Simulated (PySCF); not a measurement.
**SrSb: from constants to spectrum**

UHF-CCSD(T) constants of SrSb, ⁴Σ⁻ (quartet), unpaired electrons σ ↑, π ↑↑ (basis Sr def2-SVP with ECP28, Sb def2-SVP with ECP28; scalar-relativistic core potentials; PySCF 2.14; masses 87.9056 and 120.9038 u):

```
ωe              : 114.0 cm⁻¹
ωexe            : 0.616 cm⁻¹
Be              : 0.029516 cm⁻¹
αe              : 0.000146 cm⁻¹
D (centrifugal) : 7.92e-09 cm⁻¹
De to Sr + Sb   : 0.421 eV
```

Task: Give the vibrational terms G(v) and spacings up to v = 6.

Result: G(v) = ωe(v+½) − ωexe(v+½)².

```json
{"v": "0", "G(v) (cm⁻¹)": "56.8", "G(v) − G(v−1)": "", "Bv (cm⁻¹)": "0.02944"}
{"v": "1", "G(v) (cm⁻¹)": "169.6", "G(v) − G(v−1)": "112.8", "Bv (cm⁻¹)": "0.02930"}
{"v": "2", "G(v) (cm⁻¹)": "281.1", "G(v) − G(v−1)": "111.5", "Bv (cm⁻¹)": "0.02915"}
{"v": "3", "G(v) (cm⁻¹)": "391.5", "G(v) − G(v−1)": "110.3", "Bv (cm⁻¹)": "0.02900"}
{"v": "4", "G(v) (cm⁻¹)": "500.5", "G(v) − G(v−1)": "109.1", "Bv (cm⁻¹)": "0.02886"}
{"v": "5", "G(v) (cm⁻¹)": "608.4", "G(v) − G(v−1)": "107.8", "Bv (cm⁻¹)": "0.02871"}
{"v": "6", "G(v) (cm⁻¹)": "715.0", "G(v) − G(v−1)": "106.6", "Bv (cm⁻¹)": "0.02857"}
```

Task: How well does the Morse estimate ωe²/(4ωexe) reproduce De, and what is D0?

Result: It gives 0.654 eV, 155 % of the computed De. D0 = De − G(0) = 0.421 − 0.007 = 0.414 eV.

Correlated steps freeze 4 core orbitals. Correlated levels converge slowly with the basis: in double zeta they bind strong bonds too weakly, by up to about 1 eV, and carry superposition errors of some tenths. These are scalar-relativistic numbers at best; spin–orbit coupling would shift them, the dissociation energy most. The state is the lowest determinant that a PBE0 search found; another state may lie lower at other levels.
